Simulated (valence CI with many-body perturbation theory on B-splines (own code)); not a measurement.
# E1 line list for Pr+

Calculated by configuration interaction combined with many-body perturbation theory (CI+MBPT): four valence electrons over a frozen Dirac-Fock core [Xe], radial functions for each j: 7 s, 7 p, 7 d, 7 f, 4 g, 2 h, with the one-electron correlation potential Σ1 (screened to all orders), the two-electron term Σ2, the three-electron term Σ3, Breit, model QED; selected single and double excitations, second order for the rest (own B-spline code, finite nucleus).

Set against measurement, 17 paired levels are off by 526 cm⁻¹ on average, the worst by 991. These come from a selection out of the NIST Handbook of Basic Atomic Spectroscopic Data. Levels without a partner in it may be off by more, other configurations by several thousand cm⁻¹. Among the levels kept, up to 490 cm⁻¹ of a level comes from second order outside the variational space, and about a tenth of that is noise between levels of different J, which matters for small intervals. 2 measured levels below the end of the list, from 5855 cm⁻¹ on, found no clear computed partner, and computed levels of the same name lie up to 2366 cm⁻¹ from them.

Lines 101 to 150 of 312 in falling wavelength, among levels below 1.745 eV, chosen from the strongest by gf and those to the six lowest levels. Wavelengths and rates use the calculated energies, so an error of 500 cm⁻¹ moves a line at 14900 Å by 7.4 % and its rate by three times that or more. Electric multipoles are in the length gauge, E1 and E2 with the static RPA response of the core. Weak lines are less certain than strong ones. Lines between different terms over intervals too small for the method are left out, as are lines whose strength nearly cancels. Where a level lies close to another of its J and parity, the split of strength between their lines is uncertain. Branching is blank where the lifetime is uncertain.

Names give the largest LS component (configuration and term), which can be under half, so a name can repeat, a term be missing and a line seem to break the LS rules; names also repeat where a configuration has a term twice. Letters in brackets count levels of one name in rising energy.

```
λ vac (Å)               Upper               Lower   A (s⁻¹)  log gf  Branch %
    14900        4f3 5d 3L°_7  4f2 5d 6s 3K_6 [a]  8.12e+03   -2.39          
    14840        4f2 5d2 5H_5        4f3 6s 3I°_6  2.22e+03   -3.09          
    14760  4f2 5d 6s 3I_6 [a]        4f3 6s 5I°_7  4.88e+03   -2.68          
    14690      4f2 5d 6s 5I_6        4f3 6s 5I°_5  2.32e+03   -3.01          
    14510  4f2 5d 6s 5I_4 [b]        4f3 6s 5I°_4  1.51e+03   -3.37      70.3
    14450  4f2 5d 6s 5H_7 [a]        4f3 6s 3I°_7  1.35e+04   -2.20          
    14450  4f2 5d 6s 5G_4 [a]        4f3 6s 3I°_5  7.35e+02   -3.68          
    14360  4f2 5d 6s 3I_5 [a]        4f3 6s 5I°_5  4.01e+02   -3.87          
    14350      4f2 5d 6s 5K_9        4f3 6s 5I°_8  5.04e+03   -2.53      93.4
    14240    4f2 5d2 5K_6 [a]        4f3 6s 5I°_5  1.34e+03   -3.28          
    14220  4f2 5d 6s 5I_7 [a]        4f3 6s 5I°_6  3.41e+03   -2.81          
    14180  4f2 5d 6s 3I_5 [b]        4f3 6s 3I°_5  1.19e+04   -2.40      22.5
    14070      4f2 5d 6s 5I_5        4f3 6s 5I°_4  1.65e+03   -3.27          
    14030  4f2 5d 6s 3I_5 [b]        4f3 6s 5I°_6  7.68e+03   -2.60      14.5
    13960  4f2 5d 6s 3K_6 [b]        4f3 6s 5I°_6  2.52e+03   -3.02          
    13700  4f2 5d 6s 5I_8 [a]        4f3 6s 5I°_7  7.59e+03   -2.44          
    13610    4f2 5d2 5K_6 [b]        4f3 6s 5I°_5  4.33e+03   -2.81          
    13580        4f2 5d2 3H_4        4f3 6s 5I°_5  5.43e+03   -2.87          
    13510  4f2 5d 6s 3K_7 [a]        4f3 6s 3I°_6  2.01e+04   -2.08          
    13510        4f2 5d2 3K_6        4f3 6s 3I°_5  2.45e+04   -2.06          
    13500  4f2 5d 6s 3I_5 [a]        4f3 6s 5I°_4  1.20e+03   -3.44          
    13490  4f2 5d 6s 3I_5 [c]        4f3 6s 3I°_6  1.44e+03   -3.36          
    13410        4f2 5d2 3H_6        4f3 6s 3I°_7  9.56e+03   -2.48          
    13350  4f2 5d 6s 5G_3 [a]        4f3 6s 5I°_4  8.72e+03   -2.79          
    13340        4f2 5d2 3I_7        4f3 6s 3I°_6  1.40e+04   -2.25          
    13300  4f2 5d 6s 5H_7 [a]        4f3 6s 5I°_8  3.06e+04   -1.92          
    13290    4f2 5d2 3K_8 [b]        4f3 6s 3I°_7  4.74e+04   -1.67      67.7
    13270        4f2 5d2 5K_7        4f3 6s 5I°_6  8.46e+03   -2.48          
    13190  4f2 5d 6s 5H_5 [b]        4f3 6s 3I°_6  3.14e+03   -3.05          
    13130    4f2 5d2 5H_4 [a]        4f3 6s 3I°_5  1.10e+04   -2.59          
    13130    4f2 5d2 5I_6 [a]        4f3 6s 5I°_5  8.48e+03   -2.55          
    13120        4f2 5d2 5K_9        4f3 6s 5I°_8  2.81e+04   -1.86      78.0
    13020  4f2 5d 6s 5H_6 [a]        4f3 6s 3I°_6  5.74e+03   -2.72          
    12930  4f2 5d 6s 3I_6 [b]        4f3 6s 5I°_7  5.04e+03   -2.78          
    12930    4f2 5d2 5H_3 [a]        4f3 6s 5I°_4  2.15e+04   -2.42          
    12870  4f2 5d 6s 5I_7 [b]        4f3 6s 5I°_6  1.39e+04   -2.29          
    12860  4f2 5d 6s 3K_7 [a]        4f3 6s 5I°_7  4.96e+03   -2.73          
    12830  4f2 5d 6s 5H_4 [b]        4f3 6s 3I°_5  3.91e+03   -3.06          
    12810        4f2 5d2 5H_6        4f3 6s 3I°_6  1.32e+04   -2.38          
    12810        4f2 5d2 3H_4        4f3 6s 5I°_4  8.16e+03   -2.74          
    12760        4f2 5d2 5K_8        4f3 6s 5I°_7  2.23e+04   -2.03          
    12740    4f2 5d2 5I_4 [a]        4f3 6s 3I°_5  1.34e+03   -3.53          
    12690        4f2 5d2 5I_7        4f3 6s 3I°_7  9.81e+03   -2.45          
    12640  4f2 5d 6s 5H_5 [a]        4f3 6s 3I°_5  1.14e+04   -2.52          
    12570    4f2 5d2 3K_7 [b]        4f3 6s 5I°_8  2.39e+04   -2.07          
    12520  4f2 5d 6s 5H_4 [a]        4f3 6s 5I°_5  2.08e+04   -2.36          
    12390  4f2 5d 6s 3I_6 [a]        4f3 6s 3I°_5  5.05e+02   -3.82          
    12350      4f2 5d 6s 3I_7        4f3 6s 3I°_6  7.79e+02   -3.57          
    12310    4f2 5d2 3K_8 [b]        4f3 6s 5I°_8  8.15e+03   -2.50      11.7
    12280  4f2 5d 6s 3I_6 [a]        4f3 6s 5I°_6  5.81e+03   -2.77
```

How does gf follow from A for the line at 14690 Å?

gf = 1.4992 × (2J+1)_upper × A / σ², with σ = 6809 cm⁻¹ and 2J+1 = 13: gf = 0.000973.
